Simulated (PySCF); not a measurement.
Compound: [closo-2-(I)B11H10]2- (charge -2).
Cartesian coordinates in Å at the PBE0-D3(BJ)/def2-SVP level; atoms count from 1:
```
atom  x, y, z in Å
B1     1.7272    0.1185    0.0424
B2    -0.9175    0.7992   -1.0670
B3     0.5443    1.4207   -0.2612
B4    -0.9518    1.2162    0.6867
B5     0.7832   -1.1694    0.8614
B6     1.1705   -1.3424   -0.7603
B7    -0.5495   -1.1238   -0.6147
B8    -0.8852   -0.4839    1.2855
B9     0.7585    0.1210   -1.4672
B10    0.5674    0.5407    1.3332
B11   -1.8316   -0.1160   -0.0257
H12    2.9140    0.3704    0.1676
H13   -1.4198    1.3601   -2.0222
H14    0.9471    2.5496   -0.4779
H15   -1.5127    2.1597    1.2110
H16    1.1162   -2.0084    1.6812
H17    1.7541   -2.2749   -1.2763
H18   -1.0742   -2.0882   -1.1403
H19   -1.3480   -0.9860    2.2921
H20    1.0720    0.3894   -2.6147
H21    0.9971    0.9612    2.3933
I22   -4.0254   -0.4587   -0.1840
```

Computed, not measured: PySCF 2.14.0, PBE0-D3(BJ)/def2-SVP geometry optimisation, gas phase, def2 core potentials past Kr.

(1) Which atoms are bound to B1, and at what distances?

(2) List the angles at B1.

(3) Describe the arrangement about B1 in numbers.

(4) Which atoms are bound to B2, and at what distances?

(5) List the angles at B2.

(6) Describe the arrangement about B2 in numbers.

(7) What are the other bond lengths?

(8) Give some angles away from the centre.

## Answers

(1) 6 atoms: H12 1.220 Å, B6 1.757 Å, B3 1.785 Å, B10 1.786 Å, B9 1.794 Å, B5 1.795 Å. The nearest atom not counted as bound is H21, at 2.60 Å (others tie with it).

(2) 
```json
{"angle": "B5–B1–H12", "degrees": "127.8", "distance of the outer atoms (Å)": "2.72"}
{"angle": "B9–B1–H12", "degrees": "127.7", "distance of the outer atoms (Å)": "2.72"}
{"angle": "B6–B1–H12", "degrees": "121.8", "distance of the outer atoms (Å)": "2.61"}
{"angle": "B3–B1–H12", "degrees": "120.8", "distance of the outer atoms (Å)": "2.63"}
{"angle": "B10–B1–H12", "degrees": "120.6", "distance of the outer atoms (Å)": "2.63"}
{"angle": "B6–B1–B10", "degrees": "108.7", "distance of the outer atoms (Å)": "2.88"}
{"angle": "B3–B1–B6", "degrees": "108.6", "distance of the outer atoms (Å)": "2.88"}
{"angle": "B9–B1–B10", "degrees": "104.9", "distance of the outer atoms (Å)": "2.84"}
{"angle": "B3–B1–B5", "degrees": "104.6", "distance of the outer atoms (Å)": "2.83"}
{"angle": "B5–B1–B9", "degrees": "95.8", "distance of the outer atoms (Å)": "2.66"}
{"angle": "B3–B1–B10", "degrees": "61.3", "distance of the outer atoms (Å)": "1.82"}
{"angle": "B5–B1–B10", "degrees": "59.9", "distance of the outer atoms (Å)": "1.79"}
{"angle": "B3–B1–B9", "degrees": "59.9", "distance of the outer atoms (Å)": "1.79"}
{"angle": "B6–B1–B9", "degrees": "56.3", "distance of the outer atoms (Å)": "1.68"}
{"angle": "B5–B1–B6", "degrees": "56.3", "distance of the outer atoms (Å)": "1.68"}
```

(3) The three widest angles are 127.8°, 127.7° and 121.8°, the others run from 56.3° to 120.8°. Some of the bound atoms are bonded to each other. The B–B distances aren't all alike: 1.757 to 1.795 Å.

(4) 6 atoms: H13 1.216 Å, B11 1.661 Å, B3 1.781 Å, B4 1.803 Å, B9 1.852 Å, B7 2.009 Å. The nearest atom not counted as bound is H20, at 2.55 Å.

(5) 
```
     angle  degrees  distance of the outer atoms (Å)
 B7–B2–H13    133.9                             2.98
 B4–B2–H13    130.5                             2.75
 B3–B2–H13    122.2                             2.64
B11–B2–H13    121.3                             2.52
 B9–B2–B11    115.6                             2.97
 B9–B2–H13    111.9                             2.57
 B3–B2–B11    111.1                             2.84
  B4–B2–B9    108.2                             2.96
  B3–B2–B7     94.7                             2.79
  B4–B2–B7     90.3                             2.71
  B7–B2–B9     62.1                             2.00
 B4–B2–B11     60.5                             1.75
  B3–B2–B4     59.7                             1.78
  B3–B2–B9     58.9                             1.79
 B7–B2–B11     55.4                             1.73
```

(6) The three widest angles are 133.9°, 130.5° and 122.2°, the others run from 55.4° to 121.3°. Some of the bound atoms are bonded to each other. The B–B distances aren't all alike: 1.661 to 2.009 Å.

(7) B3–B4, B4–B10 1.783 Å; B3–B9, B5–B10 1.786 Å; B3–B10 1.821 Å; B4–B11 1.748 Å; B5–B6, B6–B9 1.676 Å; B5–B7, B7–B9 1.993 Å; B6–B7 1.740 Å; B7–B8 2.033 Å; B7–B11 1.734 Å; B11–I22 2.226 Å. (A selection.)

(8) B1–B3–B2 111.5°, B1–B3–B4 112.5°, B1–B3–B9 60.3°, B1–B3–B10 59.4°, B2–B3–B4 60.8°, B2–B3–B9 62.5°, B2–B3–B10 103.8°, B4–B3–B9 112.1°, B4–B3–B10 59.3°, B9–B3–B10 103.8°.

Charge -2, singlet. Whether so highly charged an anion holds all its electrons in the gas phase wasn't checked; a finite basis holds them in any case. The ion is multiply charged and computed without counter-ions or solvent. No PBE0-D3(BJ)/def2-SVP frequencies stand behind this structure, so it isn't proved a minimum.
